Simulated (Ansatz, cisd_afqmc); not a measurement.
Species: InH, charge 0, triplet. This triplet is an excited state, 2.0 eV above the singlet at CCSD(T)/def2-QZVPP (Ansatz, a program for electronic structure). InH (SMILES [InH], triplet).
B3LYP-D3(BJ)/def2-TZVP minimum from Ansatz:
```xyz
2

In     0.0000     0.0000    -0.0361
H      0.0000     0.0000     1.7665
```
Charge 0, spin multiplicity 3.

Total energies in def2-TZVPP, 4 correlated electrons, 9 frozen orbitals. UHF or UKS for unpaired electrons; spin-orbit terms are left out. Cores are frozen in correlated methods (noble-gas shells, and filled d and f shells in the p block). Past Kr the def2 sets carry scalar-relativistic core potentials. The Monte Carlo rows (phaseless AFQMC, CISD trial, step 0.005/hartree) carry one-sigma bars that omit the constraint's bias. Outlying blocks are dropped, and bars are widened where a walk drifts. Over all cases where full CI ran beside it in this data, AFQMC minus full CI had a median of +0.1 mEh and passed +0.4 mEh in a tenth of the cases. Spin-orbit terms, left out, reach several kcal/mol for Br and I, and more for heavier atoms. The spin of HIn ([InH], triplet) was assumed, and the state is the lowest solution found for it.

| method | program | energy (Eh) | minus CCSDTQ (mEh) |
|---|---|---|---|
| HF | Ansatz | -189.72633 | 52.94 |
| MP2 | Ansatz | -189.76429 | 14.98 |
| CCSD | Ansatz | -189.77764 | 1.63 |
| CCSD(T) | Ansatz | -189.77883 | 0.45 |
| CCSDT(Q) | Ansatz | -189.77927 | 0.00 |
| CCSDTQ | Ansatz | -189.77927 | 0.00 |
| AFQMC/CISD | cisd_afqmc | -189.7792 ± 0.0001 | 0.1 ± 0.1 |

Rough core times of Ansatz's runs on a shared machine: CCSD(T) under 20 s, CCSDT(Q) under 20 s, CCSDTQ 80 s.
